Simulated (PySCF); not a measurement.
NbO₃, SMILES [O]=[Nb](=[O])=[O] (connectivity only; charge and spin as stated), neutral, multiplicity 2. Atoms are numbered in the order given.

```xyz
4

Nb    -0.0345     0.2146     0.0000
O     -0.8205    -0.3862     1.4004
O     -0.8205    -0.3862    -1.4004
O      1.8178    -0.3277     0.0000
```
Charge 0, spin multiplicity 2.

Coordinates come from a PBE0-D3(BJ)/def2-TZVP optimisation. The multiplicity is an assumed one; other spin states were not compared. The def2 effective core potentials stand for the cores of Nb; spin–orbit coupling is left out.

Computed with TDA-PBE/def2-SVPD (PySCF 2.14.0).

Vertical excitations. Isolated molecule, no solvent.

```json
[
 {"state": "root 1", "energy (eV)": "0.39", "λ (nm)": "3162", "f": "0.001", "main pairs": "β HOMO→LUMO 98 %"},
 {"state": "root 2", "energy (eV)": "0.56", "λ (nm)": "2234", "f": "0.001", "main pairs": "β HOMO−1→LUMO 95 %"},
 {"state": "root 3", "energy (eV)": "0.97", "λ (nm)": "1272", "f": "0.000", "main pairs": "β HOMO−2→LUMO 98 %"},
 {"state": "root 4", "energy (eV)": "1.93", "λ (nm)": "643", "f": "0.002", "main pairs": "β HOMO−3→LUMO 95 %"},
 {"state": "root 5", "energy (eV)": "2.31", "λ (nm)": "537", "f": "0.001", "main pairs": "β HOMO−4→LUMO 96 %"},
 {"state": "root 6", "energy (eV)": "2.48", "λ (nm)": "501", "f": "0.002", "main pairs": "β HOMO−5→LUMO 89 %"},
 {"state": "root 7", "energy (eV)": "2.64", "λ (nm)": "469", "f": "0.001", "main pairs": "α HOMO→LUMO 13 %, β HOMO→LUMO+1 85 %"},
 {"state": "root 8", "energy (eV)": "2.82", "λ (nm)": "439", "f": "0.002", "main pairs": "β HOMO−1→LUMO+1 57 %, β HOMO−6→LUMO 39 %"},
 {"state": "root 9", "energy (eV)": "2.84", "λ (nm)": "437", "f": "0.003", "main pairs": "α HOMO→LUMO 84 %, β HOMO→LUMO+1 11 %"},
 {"state": "root 10", "energy (eV)": "2.91", "λ (nm)": "426", "f": "0.001", "main pairs": "β HOMO−7→LUMO 92 %"}
]
```
Unrestricted roots are not spin-pure.
